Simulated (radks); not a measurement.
Values are calculated unless marked as measured or tabulated.
Species: neutral silver. Configuration: [Kr] 4d10 5s1 (the NIST ground configuration). Code: a radial shooting solver on a logarithmic mesh with Libxc functionals. Model: scalar-relativistic Kohn-Sham, r2SCAN, spin-polarised, spherical densities, finite nucleus; open shells are filled with parallel spins first (spin-orbit coupling, left out, can overturn this in heavy ions); meta-GGA in the generalised Kohn-Sham scheme; Fermi nuclear charge, rms radius 4.5454 fm; hard spherical wall at 1.5 bohr.

Radial electron density D(r) = 4 pi r^2 rho(r):

| r (bohr) | D(r) (e/bohr) | spin D(r) |
|---|---|---|
| 0.003378 | 9.829 | 0.0291 |
| 0.00426 | 13.99 | 0.0411 |
| 0.005329 | 19.27 | 0.0559 |
| 0.006721 | 26.14 | 0.0744 |
| 0.008476 | 34.29 | 0.0948 |
| 0.01069 | 43.12 | 0.114 |
| 0.01337 | 51.23 | 0.125 |
| 0.01686 | 57.60 | 0.122 |
| 0.02127 | 60.28 | 0.0986 |
| 0.02682 | 58.68 | 0.0556 |
| 0.03356 | 54.56 | 0.0133 |
| 0.04232 | 51.68 | 0.00671 |
| 0.05337 | 54.77 | 0.0790 |
| 0.0673 | 64.61 | 0.224 |
| 0.0842 | 74.57 | 0.335 |
| 0.1062 | 75.74 | 0.275 |
| 0.1339 | 65.09 | 0.0625 |
| 0.1689 | 53.80 | 0.0320 |
| 0.213 | 54.97 | 0.431 |
| 0.2665 | 62.83 | 0.739 |
| 0.336 | 58.70 | 0.333 |
| 0.4238 | 38.87 | 0.00598 |
| 0.5344 | 23.58 | 0.934 |
| 0.6686 | 24.93 | 1.32 |
| 0.8432 | 30.92 | 0.00231 |
| 1.063 | 25.79 | 1.18 |
| 1.341 | 5.526 | 0.929 |

D(r) has 4 maxima, at r = 0.0218, 0.0965, 0.286, 0.878 bohr, and minima at 0.0430, 0.186, 0.579 bohr, inside which lie 2.00, 11.15, 28.70 electrons.
